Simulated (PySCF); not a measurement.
**Structure elucidation problem**

An unknown has the formula C6H9ClSi. Its calculated NMR data are:

1H NMR (400 MHz, computed): δ 7.15 (m, 1H), 6.88 (d, 1H), 6.67 (m, 1H), 5.80 (m, 1H), 5.78 (m, 1H), 5.77 (m, 1H), 5.59 (m, 1H), 5.47 (s, 2H).

13C{1H} NMR (computed): δ 156.5 (CH), 149.9 (CH), 144.6 (C), 143.6 (CH), 131.2 (CH2), 124.8 (CH2).

[PySCF 2.14.0 with density-fitted response routines: GIAO PBE0/pcSseg-1 shieldings; GFN2-xTB geometry; no solvent model; one conformer; fast rotation and ring inversion assumed for equivalent nuclei; relativity neglected]

Chemical shifts δ = σref − σ; 1H, 13C against TMS, all at this level.

Q: Deduce the structure.

A: 
The formula gives 3 degrees of unsaturation (no ring in the answer). 6 carbon signals for 6 carbons: no two carbons are equivalent. Carbon types of the structure: 1 × C, 3 × CH, 2 × CH2, leaving 2 H on heteroatoms. δC 156.5, 149.9, 143.6: alkene CH; as expected for a trigonal carbon in a double bond. δC 144.6: fully substituted alkene carbon; as expected for a trigonal carbon in a double bond. δC 131.2, 124.8: terminal =CH2 carbon; an sp2 carbon of a C=C bond. δH 7.15, 6.88, 6.67: hydrogen on an alkene CH; a vinylic proton, deshielded by the sp2 carbon and the C=C anisotropy. δH 5.80, 5.78, 5.77, 5.59: hydrogen on a terminal =CH2 carbon; olefinic region. δH 5.47: hydrogen on a silicon bonded to C, Cl.

These data were computed for SMILES C=C/C=C(/C=C)[SiH2]Cl.

The data come from this structure; uniqueness wasn't tested.

Shifts are as computed. Against solution values, carbons near 30 ppm lie about +3 ppm off and those near 130 ppm about +5 ppm. Of 1309 compounds with measured shifts, 239 miss one by over three times the rms of a fit or turn the order of signals round; such compounds aren't used in these exercises. No couplings were computed; multiplicities are counted from neighbouring protons, with m where these are inequivalent, close in shift, in a saturated or five-membered ring or joined by F or P, and br s for small geminal =CH2 splittings.
